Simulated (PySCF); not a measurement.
# `O[C@H]1[C@@H]2[C@@H](OC(F)(F)F)[C@H]12`, C5H5F3O2

Geometry:
```json
{"atom": "O1", "x (Å)": "3.046", "y (Å)": "0.616", "z (Å)": "-0.062"}
{"atom": "C2", "x (Å)": "1.845", "y (Å)": "0.103", "z (Å)": "-0.517"}
{"atom": "C3", "x (Å)": "0.700", "y (Å)": "-0.045", "z (Å)": "0.448"}
{"atom": "C4", "x (Å)": "-0.371", "y (Å)": "0.021", "z (Å)": "-0.591"}
{"atom": "O5", "x (Å)": "-1.663", "y (Å)": "0.478", "z (Å)": "-0.197"}
{"atom": "C6", "x (Å)": "-2.438", "y (Å)": "-0.439", "z (Å)": "0.346"}
{"atom": "F7", "x (Å)": "-3.628", "y (Å)": "0.079", "z (Å)": "0.616"}
{"atom": "F8", "x (Å)": "-2.644", "y (Å)": "-1.512", "z (Å)": "-0.441"}
{"atom": "F9", "x (Å)": "-1.962", "y (Å)": "-0.944", "z (Å)": "1.501"}
{"atom": "C10", "x (Å)": "0.698", "y (Å)": "1.056", "z (Å)": "-0.571"}
{"atom": "H11", "x (Å)": "3.591", "y (Å)": "-0.095", "z (Å)": "0.292"}
{"atom": "H12", "x (Å)": "1.952", "y (Å)": "-0.639", "z (Å)": "-1.311"}
{"atom": "H13", "x (Å)": "0.650", "y (Å)": "-0.072", "z (Å)": "1.514"}
{"atom": "H14", "x (Å)": "-0.430", "y (Å)": "-0.718", "z (Å)": "-1.388"}
{"atom": "H15", "x (Å)": "0.648", "y (Å)": "2.120", "z (Å)": "-0.530"}
```

Method used: GIAO B97-2/pcSseg-1 magnetisability, rotational g tensor and spin-rotation constants, non-relativistic, gas phase in PySCF 2.14.0. Geometry: GFN2-xTB.

(1) How diamagnetic is it, and how anisotropic?

(2) Split it along the inertial axes a, b, c into diamagnetic and paramagnetic parts about the centre of mass, with the quadrupole moment.

(3) And the rotational g tensor?

## Answers

(1) Isotropic -1400 × 10⁻³⁰ J/T², or -84.3 × 10⁻⁶ cm³/mol; principal values -1503, -1436, -1262 × 10⁻³⁰ J/T², anisotropy 216 × 10⁻³⁰ J/T² (root of half the summed squared differences of the principal values). The susceptibility is in cgs units.

(2) 
| axis | χ (10⁻⁶ cm³/mol) | diamagnetic (10⁻⁶ cm³/mol) | paramagnetic (10⁻⁶ cm³/mol) | summed x² of all electrons (Å²) | quadrupole Θ (D Å) |
| --- | --- | --- | --- | --- | --- |
| a | -89.5 | -379.2 | 289.7 | 386.8 | -3.53 |
| b | -77.0 | -1818.8 | 1741.8 | 47.5 | +2.35 |
| c | -86.6 | -1842.7 | 1756.2 | 41.9 | +1.18 |

Anisotropies 2χaa − χbb − χcc = -15.4 and 2χbb − χaa − χcc = +22.0 × 10⁻⁶ cm³/mol. Θ is traceless in Buckingham's convention.

(3) 
| axis | rotational constant (GHz) | g | nuclear part | electronic part |
| --- | --- | --- | --- | --- |
| a | 4.0341 | -0.0120 | 0.5370 | -0.5491 |
| b | 0.6402 | -0.0067 | 0.5171 | -0.5238 |
| c | 0.6307 | -0.0036 | 0.5168 | -0.5204 |

Asymmetric top; isotopes 12C, 19F, 1H, 16O; no vibrational averaging.
